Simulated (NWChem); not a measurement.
System: C₂H₄F₂Si; SMILES F/C=C(/F)[SiH3]

```xyz
9

F      0.7197    -1.9754     0.0000
C     -0.4546    -1.3194     0.0000
C     -0.5048     0.0133     0.0000
F     -1.7545     0.5697     0.0000
Si     0.9019     1.2617     0.0000
H     -1.3233    -1.9712     0.0000
H      2.2040     0.5548     0.0000
H      0.7812     2.1203     1.2063
H      0.7812     2.1203    -1.2063
```
Atoms are numbered in this order, from 1.

Results from NWChem. Medium grid unless said otherwise, to which SCAN and Minnesota functionals are sensitive. Structure relaxed at the B3LYP/6-31G* (spherical d) level. Total energies of different functionals are on different scales.

```
level             energy (Ha)  highest occupied level (eV)  orbital gap (eV)  dipole (D)
----------------  -----------  ---------------------------  ----------------  ----------
PBE/def2-TZVP       -567.4323                        -6.30              4.83        0.20
B3LYP/def2-TZVP     -567.9007                            ?                 ?        0.20
PW6B95/def2-TZVP    -568.4419                        -7.75              7.26        0.20
PBE0/def2-TZVP      -567.4639                        -7.62              7.09        0.21
TPSSh/def2-TZVP     -567.8962                        -6.87              5.93        0.21
r2SCAN/def2-TZVP    -567.7164                        -6.56              5.26        0.22
```

Complete the blanks.


- B3LYP/def2-TZVP, highest occupied level (eV): -7.40
- B3LYP/def2-TZVP, orbital gap (eV): 6.64
